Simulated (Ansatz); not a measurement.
The same substitution along the group F, Cl, Br, I.

Isolated molecules relaxed with PBE0-D4/def2-TZVP in Ansatz; ΔE leaves out vibrations. CCSD(T)/CBS adds triple-zeta CCSD(T) − MP2 to the extrapolated MP2 energy (def2 sets, frozen cores). This one scheme is used for every species. DFT in def2-TZVPP. B3LYP here is the variant with VWN-RPA as its local correlation; programs differ in this. Elements past krypton have def2 core potentials. For Br, I outer-core shells are correlated without core-valence functions, which leaves a few kJ/mol of doubt a bond. Scalar relativity is left out up to krypton. One conformer a species, not always the lowest.

```csv
reaction,B3LYP-D4 (kcal/mol),r2SCAN-D4 (kcal/mol),PBE0-D4 (kcal/mol)
`C=CCF` + `OCO` → `C=COCO` + fluoromethane,7.1,7.1,7.8
`C=CCCl` + `OCO` → `C=COCO` + `CCl`,6.1,5.3,6.3
`C=CCBr` + `OCO` → `C=COCO` + `CBr`,6.4,5.6,6.6
`C=CCI` + `OCO` → `C=COCO` + `CI`,6.6,5.7,6.7
```

Task: Give the CCSD(T)/CBS values in the same order. (Best estimate.)

Result: The calculation gave: 9.0, 8.1, 8.4, 8.4 kcal/mol.

Largest T1 diagnostic: 0.012, for `C=COCO`.
